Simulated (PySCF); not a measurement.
NMR data simulated for an unnamed compound:

1H NMR (500 MHz, computed): δ 6.83 (m, 1H), 6.68 (m, 1H), 4.84 (m, 2H), 2.11 (t, 1H).

13C{1H} NMR (computed): δ 145.0 (CH), 138.6 (CH), 131.6 (C), 107.9 (CH), 82.7 (C).

- GFN2-xTB structure
- PBE0/pcSseg-1 with gauge-including orbitals
- code: PySCF 2.14
- fast rotation and ring inversion assumed for equivalent nuclei, isolated molecule, one computed conformer, relativity neglected

Shifts are taken against calculated references (same method and geometry level): TMS for 1H (σref 31.72) and 13C (σref 186.93).

Which of these does the molecule contain: a CF3 group, an amide, a non-aromatic C=C double bond, a CH3CH2 unit, an S-methyl group, a Si–H bond?

Answers


- A CF3 group: yes (δC 131.6).
- An amide: no.
- A non-aromatic C=C double bond: yes.
- A CH3CH2 unit: no.
- An S-methyl group: no.
- A Si–H bond: yes (δH 4.84 (m)).

The data belong to SMILES C#C[SiH2]/C=C/C(F)(F)F, C₅H₅F₃Si; they needn't prove each group on their own.

Carbon signals by region: 4 in the sp2 and nitrile region (100–160 ppm), 1 at 50–100 ppm.

Splittings by 19F in the carbon and heteronuclear signals aren't shown, as no couplings were computed. Shifts are as computed. Against solution values, carbons near 30 ppm lie about +3 ppm off and those near 130 ppm about +5 ppm. Of 1211 compounds with measured shifts, 218 miss one by over three times the rms of a fit or turn the order of signals round; such compounds aren't used in these exercises. Multiplicities follow the n + 1 count of equivalent neighbours, as no J values were calculated; m marks all less simple cases, F and P coupling included.
